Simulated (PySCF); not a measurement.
# Hartree-Fock beside MP2: FH3Si2

All numbers below are calculated, not measured. The program is PySCF 2.14.0, an open-source quantum chemistry code, run on an isolated molecule that a program drew, which may never have been made. The molecule is FH3Si2 (charge 0, singlet), drawn as the SMILES string `F[SiH2][SiH]`.

The geometry was optimised and harmonic frequencies were computed with HF and MP2, all in the cc-pV(D+d)Z basis, for the commonest isotopes, with a restricted reference for singlets and an unrestricted one otherwise, and a frozen core in MP2. Each result is a local minimum of its method.

Geometry at the HF minimum:
```xyz
6
FH3Si2, angstrom
F    -3.0035    0.6490    1.9796
Si   -2.7035    2.1622    1.4661
Si   -1.2428    2.1750   -0.4354
H    -2.1027    2.8872    2.6090
H    -4.0148    2.7674    1.1391
H    -1.3230    3.6910   -0.4546
```

Lengths of the bonds as drawn, in Å (atoms numbered as above):
```
   bond     HF    MP2
 F1-Si2  1.626  1.644
Si2-Si3  2.398  2.384
 Si2-H4  1.481  1.486
 Si2-H5  1.481  1.486
 Si3-H6  1.518  1.525
```

Rotational constants, in GHz:
```
constant,HF,MP2
A,18.74,19.27
B,3.388,3.334
C,2.968,2.94
```

Harmonic frequencies in cm^-1, each column in rising order, so a row needn't be the same motion in every method:
```
rank    HF   MP2
   1   182   167
   2   207     ?
   3   372   328
   4   394   380
   5   692   636
   6   809   781
   7   865   833
   8   953   911
   9  1007   948
  10  2137  2096
  11  2305  2251
  12  2308  2262
```

**Estimate the missing MP2 frequency from the HF column.**

A single factor s that minimises the squared misfit of MP2 against s times HF over the other rows is sum(HF x MP2) / sum(HF^2) = 0.9725, with an rms misfit of 21 cm^-1. For rank 2 it gives 0.9725 x 207 = 201 cm^-1. The calculation gives 222 cm^-1, 21 cm^-1 above the estimate. The drawn bonds are on average 0.3 % longer in MP2 than in HF.
